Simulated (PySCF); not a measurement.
**How methods differ on the ionisation energy of Cs⁵²⁺**

Cs⁵²⁺ [He] 2s1 [2s1/2^1, M_J = 1/2] → Cs⁵³⁺ 1s2, as a difference of total energies. Computed with PySCF 2.14 in an even-tempered Gaussian basis (17 s from 32 bohr⁻², ratio 2.4; 12 p from 42 bohr⁻², ratio 2.4; 5 d from 130 bohr⁻², ratio 2.6; 4 f from 190 bohr⁻², ratio 2.6), with the two-component X2C-1e Hamiltonian. Correlated levels: nothing frozen; the 32 highest virtual spinors dropped. "Screened" scales the spin-orbit matrix elements by Boettger's factors to mimic the two-electron term; Breit and QED terms are absent.

```csv
method,ionisation energy (eV),difference from reference (eV)
GHF (screened spin-orbit),10217.9,+9.1
GMP2 (screened spin-orbit),10218.1,+9.3
```

Reference: 10208.78 ± 0.05 eV (theoretical estimate listed by NIST; NIST Atomic Spectra Database, ionization energies).

For this ion Breit and QED terms and the two-electron picture change, all absent here, outweigh the correlation shift from GHF to GMP2.
